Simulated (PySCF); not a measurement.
ethenoxy(methyl)silane (C₃H₈OSi), SMILES C=CO[SiH2]C. Atoms are numbered in the order given.

```xyz
13

C     -0.4824     2.4275     0.0000
C      0.6419     1.7020     0.0000
O      0.7404     0.3522     0.0000
Si    -0.5134    -0.7815     0.0000
C      0.3095    -2.4568     0.0000
H     -1.4778     1.9754     0.0000
H     -0.4196     3.5165     0.0000
H      1.6290     2.1781     0.0000
H     -1.3593    -0.5820    -1.2128
H     -1.3593    -0.5820     1.2128
H      0.9427    -2.5801    -0.8925
H     -0.4475    -3.2578     0.0000
H      0.9427    -2.5801     0.8925
```

Coordinates come from a B3LYP-D3(BJ)/def2-SVP optimisation. The values are those of a single conformer.

Two levels are set side by side: PBE/pcSseg-1 (PySCF) and PBE0/pcSseg-1 (PySCF). GIAO shifts against H2O (¹⁷O), TMS (²⁹Si), TMS (¹H), TMS (¹³C) at the same level; non-relativistic, no solvent, atoms listed together averaged. Differences are taken from unrounded values.

```json
[
 {"quantity": "δ(¹³C) of C1 (ppm)", "PBE0": "96.9", "PBE": "94.4", "PBE minus PBE0": "-2.5"},
 {"quantity": "δ(¹³C) of C2 (ppm)", "PBE0": "161.0", "PBE": "159.0", "PBE minus PBE0": "-2.0"},
 {"quantity": "δ(¹⁷O) of O3 (ppm)", "PBE0": "120.3", "PBE": "137.6", "PBE minus PBE0": "17.3"},
 {"quantity": "δ(²⁹Si) of Si4 (ppm)", "PBE0": "-13.7", "PBE": "-15.2", "PBE minus PBE0": "-1.5"},
 {"quantity": "δ(¹³C) of C5 (ppm)", "PBE0": "-2.3", "PBE": "-2.7", "PBE minus PBE0": "-0.4"},
 {"quantity": "δ(¹H) of H8 (ppm)", "PBE0": "6.88", "PBE": "6.89", "PBE minus PBE0": "0.01"},
 {"quantity": "δ(¹H) of H9, H10 (ppm)", "PBE0": "5.25", "PBE": "5.46", "PBE minus PBE0": "0.21"}
]
```

Rough cost on one machine, each run with all the roots and properties that it gave: PBE0 against PBE within a factor of 2.
